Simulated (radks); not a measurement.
Q: The iridium ion Ir63+, 14 electrons, occupied as [Ne] 3s2 3p2. All-electron calculation, non-relativistic Kohn-Sham, TPSS, spin-polarised, spherical densities, point nucleus; open shells are filled with parallel spins first (spin-orbit coupling, left out, can overturn this in heavy ions); meta-GGA in the generalised Kohn-Sham scheme; relativity is left out, which matters for an element this heavy. Program: a radial shooting solver on a logarithmic mesh with Libxc functionals. Some entries of the table are withheld. Estimate them.

| orbital | occ. | eigenvalue (Ry) | <1/r> (bohr^-1) |
|---|---|---|---|
| 1s up | 1 | -5474.235 | 76.48 |
| 1s down | 1 | -5473.668 | 76.49 |
| 2s up | 1 | -1206.626 | 18.23 |
| 2s down | 1 | -1206.273 | 18.24 |
| 2p up | 3 | -1177.661 | 18.21 |
| 2p down | 3 | -1177.080 | 18.21 |
| 3s up | 1 | -501.4321 | 7.723 |
| 3s down | 1 | -499.2214 | 7.707 |
| 3p up | 2 | -490.4733 | 7.672 |
| 3p down | 0 | -488.2489 | 7.666 |
| 3d up | 0 | -474.0026 | 7.558 |
| 3d down | 0 | -472.2832 | 7.570 |
| 4s up | 0 | (1) | 4.221 |
| 4s down | 0 | (2) | 4.218 |

A: 
(1) 4s up eigenvalue (Ry): -271.9923
(2) 4s down eigenvalue (Ry): -271.3000
